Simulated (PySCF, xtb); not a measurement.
VF5, SMILES [F][V]([F])([F])([F])[F], multiplicity 1.

Harmonic wavenumbers (cm⁻¹) from GFN2-xTB (xtb) at its own minimum, in rising order: 121, 121, 304, 304, 354, 361, 361, 448, 565, 606, 606, 689.

Problem. What does PySCF 2.14.0 with PBE-D3(BJ)/def2-SVP give at its own minimum? (Estimate from the structure and the level; the computed values follow.)

Solution. 114, 114, 278, 278, 334, 342, 342, 602, 708, 750, 805, 805. Paired by order, the mean absolute difference is 73 cm⁻¹ and the zero-point energies are 6.9 and 7.8 kcal/mol.
